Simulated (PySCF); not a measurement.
A structure optimised at B3LYP-D3(BJ)/def2-SVP, used in a PySCF frequency run:

```xyz
7

B      0.9377     0.5375     0.6531
C     -0.0944    -0.2736    -0.2792
F     -1.3748     0.0947    -0.1230
F     -0.0134    -1.5947    -0.0102
F      0.2252    -0.0999    -1.5796
F      0.4698     1.4491     1.4688
H      2.1167     0.3112     0.6044
```
Charge 0, spin multiplicity 1.

Question: Write its SMILES and formula.

Answer: FBC(F)(F)F, CHBF4

Question: What are its rotational constants (standard atomic weights)?

Answer: 5.3804, 2.6094, 2.5618 GHz
